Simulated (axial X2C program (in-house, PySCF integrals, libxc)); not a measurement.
## Potential curves of CSe⁻, scalar-relativistic

Computed with an in-house relativistic program for diatomic molecules. Spin-free means the one-electron spin-free X2C Hamiltonian. Basis: Se dyall-acv3z [9s10p7d5f1g], C dyall-av3z [8s7p3d2f] (cores contracted in-house); Gaussian nuclei, density fitting, unrestricted open shells. Masses: Se 79.917 u, C 12.000 u.

State: M_S = 1/2, Λ = 1 (beyond evenly filled blocks: π+α). Energies in kJ/mol from the fragments at the same level (Se- + C). Fits are polynomials in 1 − R0/R over 0.85 to 1.23 times the lowest point R0.

| R (Å) | CCSD | PBE0 | MP2 | CCSD(T) |
| --- | --- | --- | --- | --- |
| 1.5442 |  | -345.23 | -339.84 |  |
| 1.6153 | -355.11 | -401.88 | -396.17 | -377.70 |
| 1.6685 | -381.15 | -425.90 | -419.58 | -404.51 |
| 1.7217 | -394.98 | -438.12 | -431.00 | -419.12 |
| 1.7750 | -399.35 | -441.26 | -433.22 | -424.31 |
| 1.8371 | -395.34 | -436.23 | -427.05 | -421.28 |
| 1.8993 | -384.21 | -424.32 | -413.97 | -411.17 |
| 1.9791 | -362.80 | -402.13 | -390.09 | -391.09 |
| 2.0767 |  | -368.57 | -353.06 |  |

Correlated methods: 11 electrons correlated (number of frozen shells: Se 3 s, 2 p, 1 d; C 1 s), 247 virtual spin orbitals or spinors in MP2, 90 natural virtuals in coupled cluster.

One determinant describes the state; a PBE0 search over occupations chose it and may have missed a lower one. De is counted from the lowest determinant-based energies of the atoms at the same level, without counterpoise correction. Coupled cluster ran in a truncated set of natural virtual spinors; the MP2 energy of the rest was added. (T) has no such correction and the atoms are truncated less, which lowers De at CCSD(T) by a hundredth of an eV or more. The functionals have no current-density term, which raises determinants with orbital currents, atoms included. The highest occupied level of some functionals is positive through self-interaction error; at Hartree–Fock it is bound. Spin-free De lacks the spin–orbit lowering of the heavy p-block atom, a tenth of an eV or more for 4p and 5p, up to an eV for 6p and one to two eV for 7p atoms, less what an open-shell molecule gains itself. Coupled cluster ran on the points near the minimum only. MP2 and coupled cluster on one determinant become unreliable at the stretched end.

Problem. What are Re, ωe and De at the CCSD level?

Solution. At CCSD, spin-free: Re = 1.778 Å, ωe ≈ 824 cm⁻¹, De = 4.14 eV to Se- + C; Be follows as 0.511 cm⁻¹.

Problem. What are Re, ωe and De at the PBE0 level?

Solution. At PBE0, spin-free: Re = 1.770 Å, ωe ≈ 823 cm⁻¹, De = 4.57 eV to Se- + C; Be follows as 0.516 cm⁻¹.

Problem. What are Re, ωe and De at the MP2 level?

Solution. At MP2, spin-free: Re = 1.763 Å, ωe ≈ 842 cm⁻¹, De = 4.49 eV to Se- + C; Be follows as 0.52 cm⁻¹.

Problem. What are Re, ωe and De at the CCSD(T) level?

Solution. At CCSD(T), spin-free: Re = 1.784 Å, ωe ≈ 810 cm⁻¹, De = 4.40 eV to Se- + C; Be follows as 0.508 cm⁻¹.
